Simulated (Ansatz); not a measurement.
`Cc1ccncc1` + H₂O → `Oc1ccncc1` + CH₄ at 600 K and 1 bar (formal hydrolysis of a C–C bond).

Program: Ansatz. Geometries: PBE0-D4/def2-TZVP. ΔE: electronic, gas phase. CCSD(T)/CBS adds triple-zeta CCSD(T) − MP2 to the extrapolated MP2 energy (def2 sets, frozen cores). This one scheme is used for every species. Each species was taken in one conformer, which may not be the lowest.

```
    species  CCSD(T)/CBS energy (Eh)  H − E (kJ/mol)  S (J/(mol·K))
`Cc1ccncc1`               -287.22490           368.5          432.2
        H₂O                -76.37941            76.8          212.8
`Oc1ccncc1`               -323.13349           302.9          400.0
        CH₄                -40.46206           140.4          215.7
```

H − E and S are ideal-gas, rigid-rotor, harmonic terms from PBE0-D4/def2-TZVP, for one conformer and one mirror image of each species. 1 Eh = 2625.50 kJ/mol, R = 8.31446 J/(mol·K).

By hand: ΔE, ΔH, ΔS and ΔG.

ΔE = (-323.13349) + (-40.46206) − (-287.22490) − (-76.37941) = 0.00876 Eh = 23.0 kJ/mol. Δ(H − E) = 302.9 + 140.4 − 368.5 − 76.8 = -2.0, so ΔH = 21.0 kJ/mol. ΔS = 400.0 + 215.7 − 432.2 − 212.8 = -29.3 J/(mol·K). ΔG = 21.0 − 600 × (-29.3)/1000 = 38.6 kJ/mol.

By hand: the equilibrium constant, and the temperature at which ΔG would vanish if ΔH and ΔS stayed fixed.

log₁₀ K = −ΔG/(RT ln 10) = -3.4. ΔH and −TΔS have one sign here, so there is no such temperature.

TΔS isn't small against ΔH here. A doubt of 5 kJ/mol in ΔE shifts log₁₀ K by 0.4 here. Other conformers and mirror images would add mixing entropy, several J/(mol·K) or more a flexible species. Modes under 60 cm⁻¹, often nearly free rotors, make the harmonic entropy too high. These are equilibria of isolated gas molecules and say nothing of rates. Largest T1 diagnostic: 0.013 (customary marks: 0.02 for closed shells, 0.045 for open ones).
